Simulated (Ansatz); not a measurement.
Cost and result up the ladder for In₆N₆H₁₈, a cluster cut from wurtzite InN (hydrogen-capped) (30 atoms). Total charge 0; singlet. Geometry: PBE-D4/def2-SVP.

```xyz
30

N    -1.0917    2.1529   -1.0301
In    0.9369    1.5239   -1.7282
In    0.9381    1.9374    1.8892
N     1.9588    1.0911    0.0923
N     0.4587   -0.5061   -2.5339
In    2.6664   -1.0234    0.2138
In   -2.2561    0.9467    0.4489
N    -0.8364    0.5862    1.9981
N    -2.3393   -1.0125   -0.6250
In   -0.4857   -2.0861   -1.2652
In   -0.4517   -1.5866    2.3409
N     0.7134   -2.0684    0.4976
H    -0.9111    3.0411   -0.5298
H    -1.6854    2.4148   -1.8315
H     1.4941    2.5691   -3.0022
H     0.2703    3.4825    1.3188
H     1.9380    1.7129    3.2962
H     2.8413    1.6304    0.0497
H    -0.0276   -0.4305   -3.4401
H     1.3881   -0.9016   -2.7614
H     3.1308   -1.4202   -1.4552
H     3.6596   -1.2335    1.6276
H    -3.8555    1.6019    0.6454
H    -1.3013    0.8819    2.8744
H    -3.0203   -0.9728   -1.3984
H    -2.7618   -1.6523    0.0707
H    -0.8891   -3.4789   -2.2260
H     0.5542   -1.7936    3.7462
H    -2.0313   -2.3537    2.0664
H     0.9955   -3.0525    0.6508
```

Ansatz on 2 threads of AMD EPYC 7R13 on a shared host and a share (18 GiB) of an NVIDIA H100 80GB HBM3. Times are rough, and most runs start from the orbitals of an earlier one. PBE0-D4/def2-TZVP serves as the yardstick here, not as an exact answer. Differences are given only for rows in sets of like size (and for xTB, whose basis is part of the method), since another set adds its own error. Binding counts from free atoms at the same level (N quartet, In doublet, H doublet; other spins of the atoms weren't run), without zero-point energy or a counterpoise term.

In the def2 sets In takes a core potential; there is no spin–orbit coupling. Single mean-field runs in def2-TZVP are fitted with def2-universal-jkfit.

```csv
level,functions,binding energy per atom (eV),difference from PBE0-D4/def2-TZVP (eV)
PBE-D4/def2-TZVP (with forces),594,2.91,0.05
PBE0-D4/def2-SVP,330,2.86,–
PBE0-D4/def2-TZVP (with forces),594,2.86,0.00
PBE-D4/def2-SVP,330,2.91,–
r2SCAN-D4/def2-TZVP,594,2.88,0.02
```

(1) Estimate how long each takes.

Results:

(1) PBE0-D4/def2-SVP 4.2 s; PBE-D4/def2-TZVP (with forces) 4.2 s; PBE-D4/def2-SVP 4.8 s; r2SCAN-D4/def2-TZVP 4.9 s; PBE0-D4/def2-TZVP (with forces) 7 s. On shared hardware such times vary by a factor of up to 3.
